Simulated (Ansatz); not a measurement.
Calculated with Ansatz (gas phase, PBE0-D4/def2-TZVP geometries, no zero-point term in ΔE). CCSD(T)/CBS adds triple-zeta CCSD(T) − MP2 to the extrapolated MP2 energy (def2 sets, frozen cores). This one scheme is used for every species. DFT in def2-TZVPP. B3LYP here is the variant with VWN-RPA as its local correlation; programs differ in this. One conformer a species, not always the lowest.

`F[SiH2]S[SiH2]Cl` + `[SiH3]P` → `P[SiH2]Cl` + `F[SiH2]S[SiH3]`  (redistribution)

Task: Is it downhill or uphill in electronic energy at CCSD(T)/CBS, and by how much? (Estimate.)

Result: Ansatz gave: Uphill: ΔE = +0.05 eV.

Task: What do these levels give: r2SCAN-D4, r2SCAN, PBE0, B3LYP, SCS-MP2/def2-QZVPP, HF/CBS(def2)? (An estimate is asked.)

Result: The calculation gave: r2SCAN-D4 0.06, r2SCAN 0.06, PBE0 0.05, B3LYP 0.03, SCS-MP2/def2-QZVPP 0.04, HF/CBS(def2) 0.02 eV.

Largest T1 diagnostic among the species: 0.013.

In def2-TZVPP, CCSD(T) changes the Hartree–Fock value by +0.04 eV (the triples alone add +0.01 eV) and MP2 by +0.04 eV.
